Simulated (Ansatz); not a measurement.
Coupled-cluster diagnostics for the cluster Te₂W (the lowest singlet isomer of a short search), Ansatz.

Geometry of the singlet (PBE0-D4/def2-TZVP):

Cartesian coordinates in Å:
```
W -0.8423 -0.3227 -0.2538
Te 0.1361 -0.5237 1.9439
Te 0.7062 0.8463 -1.6901
```

In the def2 sets Te, W take a core potential; there is no spin–orbit coupling. Correlated methods freeze 8 core orbitals; core or outer-core shells of W, Te are correlated, in sets that lack core-valence functions. At PBE0-D4/def2-TZVP a triplet of charge 0 lies 0.82 eV below the restricted singlet, each at its own geometry. The structure comes from a short search, and lower isomers may exist.

(1) Estimate the CCSD(T) correlation energy, the shares of MP2 and (T), T1 and the reference's ⟨S²⟩ for: charge 0, singlet, own geometry in def2-TZVPP; and the rough time on 2 threads of AMD EPYC 9R14 on a shared host.

Answers

(1) 
```json
{"state": "charge 0, singlet, own geometry", "basis": "def2-TZVPP", "correlation (eV)": "-37.254", "MP2 share (%)": "102.3", "(T) share (%)": "5.2", "T1": "0.094", "⟨S²⟩ (pure)": "0.00 (0.00)", "wall time": "98 s", "remarks": "large T1, restricted SCF unstable"}
```
Customary marks for T1 are 0.02 (closed shells), 0.045 (open shells) and about 0.05 (3d metals). T1 exceeds 0.02 in 1 of 1 rows and 0.045 in 1; the higher it lies, the less the single-reference result can be trusted.
